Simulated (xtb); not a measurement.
H₉PSi₃, charge -1, doublet, geometry from GFN2-xTB (a state made from the parent by changing its charge; the spin is typed, not shown lowest); GFN0-xTB (xtb 6.7.1).

Here is a job for xtb.
```
$ xtb coord --gfn 0 --chrg -1 --uhf 1 --json

# file coord
$coord
     -1.2982244054       3.1288739120      -1.6716633139  si
      0.7729246490      -0.4161537864      -1.3680177360  p
      2.8984983072       0.1660011017       2.8873517576  si
     -2.2362415191      -2.9416776799      -0.1401474373  si
      0.0335842127       4.7909902917      -3.4518253666  h
     -1.6320952645       4.5990268474       0.6778163394  h
     -3.8694138708       2.7855285141      -2.6772034033  h
      5.0163769817       1.6671368907       1.8801557767  h
      3.7447648334      -2.4874547748       3.0011725132  h
      3.0354516538       0.8544027042       5.6430003758  h
     -1.5892706501      -5.5332173413      -0.8955200833  h
     -4.6868909486      -2.3575442485      -1.3175937959  h
     -2.7428300201      -3.0213246282       2.6026892157  h
$end
```

What the program printed (banner, timings and long lists left out):

```
   ID    Z sym.   atoms
    1   14 si     1, 3, 4
    2   15 p      2
    3    1 h      5-13

           -------------------------------------------------
          |                Calculation Setup                |
           -------------------------------------------------

           -------------------------------------------------
          |                 G F N 0 - x T B                 |
           -------------------------------------------------

          ...................................................
          :                      SETUP                      :
          :.................................................:
          :  # basis functions                  58          :
          :  # atomic orbitals                  54          :
          :  # shells                           30          :
          :  # electrons                        27          :
          :  electronic temp.          300.0000000     K    :
          :  accuracy                    1.0000000          :
          :  -> integral cutoff          0.2500000E+02      :
          :  -> integral neglect         0.1000000E-07      :
          ...................................................

         :::::::::::::::::::::::::::::::::::::::::::::::::::::
         ::                     SUMMARY                     ::
         :::::::::::::::::::::::::::::::::::::::::::::::::::::
         :: total energy             -14.366426921954 Eh    ::
         :: gradient norm              0.013552602202 Eh/a0 ::
         :: HOMO-LUMO gap              1.295032472257 eV    ::
         ::.................................................::
         :: H0 energy                -13.290618900326 Eh    ::
         :: repulsion energy           0.120859560928 Eh    ::
         :: electrostat energy        -1.191557402100 Eh    ::
         :: -> Gsolv                   0.000000000000 Eh    ::
         ::    -> Gsasa                0.000000000000 Eh    ::
         ::    -> Gshift               0.000000000000 Eh    ::
         :: dispersion energy         -0.005110180455 Eh    ::
         :: short-range corr.          0.000000000000 Eh    ::
         :: add. restraining           0.000000000000 Eh    ::
         :: total charge              -1.000000000000 e     ::
         :::::::::::::::::::::::::::::::::::::::::::::::::::::

           -------------------------------------------------
          |                Property Printout                |
           -------------------------------------------------

    * Orbital Energies and Occupations

         #    Occupation            Energy/Eh            Energy/eV
      -------------------------------------------------------------
         1        2.0000           -0.6418845             -17.4666
         2        2.0000           -0.6200736             -16.8731
         3        2.0000           -0.6185877             -16.8326
         4        2.0000           -0.5666420             -15.4191
         5        2.0000           -0.4761450             -12.9566
         6        2.0000           -0.4751825             -12.9304
         7        2.0000           -0.4741120             -12.9012
         8        2.0000           -0.4719515             -12.8425
         9        2.0000           -0.4687589             -12.7556
        10        2.0000           -0.4685795             -12.7507
        11        2.0000           -0.4134867             -11.2515
        12        2.0000           -0.4036726             -10.9845
        13        2.0000           -0.3964264             -10.7873
        14        1.0000           -0.2996134              -8.1529 (HOMO)
        15                         -0.2520218              -6.8579 (LUMO)
        16                         -0.2484449              -6.7605
        17                         -0.2357693              -6.4156
        18                         -0.2330634              -6.3420
        19                         -0.2295519              -6.2464
        20                         -0.2222804              -6.0486
        21                         -0.2018650              -5.4930
        22                         -0.1944485              -5.2912
        23                         -0.1296859              -3.5289
        24                         -0.1163203              -3.1652
        25                         -0.1128182              -3.0699
       ...                                ...                  ...
        54                          1.4396824              39.1758
      -------------------------------------------------------------
                  HL-Gap            0.0475916 Eh            1.2950 eV
             Fermi-level            0.0000000 Eh            0.0000 eV

     #   Z          covCN         q      C6AA      α(0)
     1  14 si       3.694     0.386   141.376    21.981
     2  15 p        2.693    -0.145   171.620    23.538
     3  14 si       3.563     0.378   142.970    22.207
     4  14 si       3.695     0.387   141.314    21.975
     5   1 h        0.917    -0.232    13.616     5.771
     6   1 h        0.914    -0.223    12.767     5.589
     7   1 h        0.916    -0.218    12.316     5.489
     8   1 h        0.915    -0.223    12.731     5.581
     9   1 h        0.915    -0.217    12.232     5.470
    10   1 h        0.904    -0.222    12.660     5.567
    11   1 h        0.917    -0.230    13.405     5.726
    12   1 h        0.916    -0.219    12.343     5.495
    13   1 h        0.914    -0.220    12.503     5.531

 Mol. C6AA /au·bohr⁶  :       6514.815759
 Mol. C8AA /au·bohr⁸  :     260403.638157
 Mol. α(0) /au        :        139.920018

Wiberg/Mayer (AO) data.
largest (>0.10) Wiberg bond orders for each atom

 ---------------------------------------------------------------------------
     #   Z sym  total        # sym  WBO       # sym  WBO       # sym  WBO
 ---------------------------------------------------------------------------
     1  14 si   4.074 --     2 p    1.180     5 h    0.875     6 h    0.871
                             7 h    0.871     4 si   0.136     3 si   0.120
     2  15 p    3.208 --     1 si   1.180     4 si   1.179     3 si   0.679
     3  14 si   3.607 --     8 h    0.890     9 h    0.887    10 h    0.885
                             2 p    0.679     4 si   0.122     1 si   0.120
     4  14 si   4.075 --     2 p    1.179    11 h    0.875    12 h    0.870
                            13 h    0.869     1 si   0.136     3 si   0.122
     5   1 h    0.903 --     1 si   0.875
     6   1 h    0.904 --     1 si   0.871
     7   1 h    0.903 --     1 si   0.871
     8   1 h    0.920 --     3 si   0.890
     9   1 h    0.919 --     3 si   0.887
    10   1 h    0.909 --     3 si   0.885
    11   1 h    0.904 --     4 si   0.875
    12   1 h    0.904 --     4 si   0.870
    13   1 h    0.904 --     4 si   0.869
 ---------------------------------------------------------------------------

Topologies differ in total number of bonds
Writing topology from bond orders to xtbtopo.mol

 dipole moment from electron density (au)
     X       Y       Z
  -1.6922   0.2110  -0.7186  total (Debye):    4.704

           -------------------------------------------------
          | TOTAL ENERGY              -14.366426921954 Eh   |
          | GRADIENT NORM               0.013552602202 Eh/α |
          | HOMO-LUMO GAP               1.295032472257 eV   |
           -------------------------------------------------

normal termination of xtb
```
